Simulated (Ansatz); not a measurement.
One change: `C[O][GeH]([OH])[O]C` becomes `C[O][GeH]([Cl])[O]C`.

Ansatz, PBE0-D4/def2-TZVP geometries, multiplicity 1. Each molecule was computed in one conformer, which needn't be the lowest.

Scalar relativity is left out up to krypton.

```json
{"property": "HOMO energy (PBE/def2-TZVPP) / eV", "`C[O][GeH]([OH])[O]C`": "-6.47"}
{"property": "HOMO–LUMO gap (PBE0/def2-TZVPP) / eV", "`C[O][GeH]([OH])[O]C`": "8.62"}
{"property": "HOMO–LUMO gap (ωB97M-V/def2-TZVPP) / eV", "`C[O][GeH]([OH])[O]C`": "12.73"}
{"property": "HOMO energy (B3LYP/def2-TZVPP) / eV", "`C[O][GeH]([OH])[O]C`": "-7.84"}
{"property": "size of the dipole moment (B3LYP/def2-TZVPP) / D", "`C[O][GeH]([OH])[O]C`": "1.65"}
{"property": "size of the dipole moment (PBE/def2-TZVPP) / D", "`C[O][GeH]([OH])[O]C`": "1.56"}
```

(1) What does the change do to each property? (Best estimate.)

Results:

(1) Ansatz gave: 
```tsv
property	`C[O][GeH]([Cl])[O]C`	shift
HOMO energy (PBE/def2-TZVPP) / eV	-6.71	-0.24
HOMO–LUMO gap (PBE0/def2-TZVPP) / eV	8.41	-0.21
HOMO–LUMO gap (ωB97M-V/def2-TZVPP) / eV	12.82	0.09
HOMO energy (B3LYP/def2-TZVPP) / eV	-8.07	-0.23
size of the dipole moment (B3LYP/def2-TZVPP) / D	1.12	-0.53
size of the dipole moment (PBE/def2-TZVPP) / D	1.08	-0.48
```

With PBE0 the HOMO falls by 0.24 eV and the LUMO falls by 0.45 eV, so the gap narrows by about 0.21 eV. PBE moves the HOMO by -0.24 eV and ωB97M-V by -0.22 eV. Dipoles are sizes alone; their direction can turn.

B3LYP here is the variant with VWN-RPA as its local correlation; programs differ in this.
